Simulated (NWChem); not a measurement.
SbF₃; SMILES [F][Sb]([F])[F]

```xyz
4

Sb     0.0000     0.0000     0.3481
F     -1.6186     0.2144    -0.6575
F      0.9950     1.2945    -0.6575
F      0.6236    -1.5089    -0.6575
```
Atoms are numbered in this order, from 1.

Results from NWChem. Coordinates come from a PBE0/def2-SVP optimisation. def2 effective core potentials on Sb; no spin-orbit coupling.

For level PBE/def2-SVP (core potentials):

highest occupied level (eV): -8.04
orbital gap (eV): 5.85
dipole (D): 3.54

Q: What are these values for level PBE/STO-3G (all-electron, non-relativistic)?

A: 
| Property | Result |
|---|---|
| highest occupied level (eV) | -2.19 |
| orbital gap (eV) | 5.24 |
| dipole (D) | 0.19 |
